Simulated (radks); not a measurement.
Results of a calculation; reference values are marked as such.
Question: These are the eigenvalues of the occupied orbitals of an atom or ion with whole-number occupations (Ry). Level of theory: Dirac Kohn-Sham, relativistic LDA (MacDonald-Vosko exchange, VWN5 correlation), spin-unpolarised, spherical densities, finite nucleus; Fermi nuclear charge, rms radius of each element as measured or else 0.836 A^(1/3) + 0.57 fm (a radial shooting solver on a logarithmic mesh with Libxc functionals).

| orbital | eigenvalue |
|---|---|
| 1s1/2 | -49.90552 |
| 2s1/2 | -3.45787 |
| 2p1/2 | -2.09515 |
| 2p3/2 | -2.08965 |

Which element is it, and in what charge state? The configuration may be excited. Open shells, if any, fill j = l - 1/2 first.

Answer: Z = 9, fluorine, charge +1: F+ in [He] 2s2 2p4. The list shows which subshells hold electrons but not how many an open one holds; the 1s level, -24.953 hartree, gives Z - s = 7.1 by -(Z - s)^2/2, which with screening and relativity narrows Z to a few neighbours, and the depths of the outer levels then fix element, charge and occupations together.
